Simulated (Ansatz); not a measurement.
Pulling on the Si1–Cl2 bond in SiCl (multiplicity 2 held). Energies count from the point at 2.084 Å.


R- and RO- levels are restricted; in cc, def2 and unpolarised 6-31G sets they are followed outwards from rest. U- levels take the lowest unrestricted solution at each point, which mixes spins at long bonds. Active spaces are followed from rest. Left out are points that failed, MP2 points that dive below the minimum, coupled-cluster points behind a jump of the amplitudes or a sharp parting from full CI or MRCI, small-basis points behind a change of solution, and semi-empirical points at long bonds. Curves can end on different states.

Cores are frozen in the correlated methods.

The values were computed with Ansatz (Gaussian basis) for Hartree–Fock, density functionals and correlated methods. 

Energies in eV.

| R (Å) | U-MP2/cc-pV(D+d)Z | RO-CCSD(T)/cc-pV(D+d)Z | U-CCSD(T)/cc-pV(D+d)Z | RO-CCSDT/cc-pV(D+d)Z | FIC-MRCISD+Q on CASSCF(11,8)/cc-pV(D+d)Z |
|---|---|---|---|---|---|
| 1.667 | 2.88 | 2.94 | 2.94 | 2.94 | 2.96 |
| 1.875 | 0.50 | 0.53 | 0.53 | 0.53 | 0.54 |
| 2.084 | 0.00 | 0.00 | 0.00 | 0.00 | 0.00 |
| 2.292 | 0.27 | 0.24 | 0.24 | 0.23 | 0.22 |
| 2.500 | 0.82 | 0.76 | 0.76 | 0.75 | 0.73 |
| 2.813 | 1.75 | 1.65 | 1.65 | 1.63 | 1.60 |
| 3.126 | 2.84 | 2.44 | 2.49 | 2.42 | 2.37 |
| 3.646 | 3.67 | 3.34 | 3.42 | 3.34 | 3.28 |
| 4.167 | 3.87 | 3.63 | 3.72 | 3.73 | 3.67 |
| 4.793 | 3.93 | 3.63 | 3.79 | 3.80 | 3.77 |
| 5.626 | 3.95 | 3.49 | 3.80 | 3.81 | 3.79 |
| 6.668 | 3.95 | 3.44 | 3.81 | left out | 3.80 |
| 8.335 | 3.95 | 3.45 | 3.81 | 3.84 | 3.80 |

Doubts at one or more of the structures used: a spin-contaminated determinant (U-MP2/cc-pV(D+d)Z, U-CCSD(T)/cc-pV(D+d)Z); T1 above 0.05 (RO-CCSD(T)/cc-pV(D+d)Z, U-CCSD(T)/cc-pV(D+d)Z, RO-CCSDT/cc-pV(D+d)Z); a restricted determinant that unrestricted orbitals would lower (RO-CCSD(T)/cc-pV(D+d)Z, RO-CCSDT/cc-pV(D+d)Z); other coupled-cluster roots lie near (RO-CCSD(T)/cc-pV(D+d)Z, U-CCSD(T)/cc-pV(D+d)Z, RO-CCSDT/cc-pV(D+d)Z); the program's own flag: other amplitudes (U-CCSD(T)/cc-pV(D+d)Z).

Ansatz is a first-principles code.
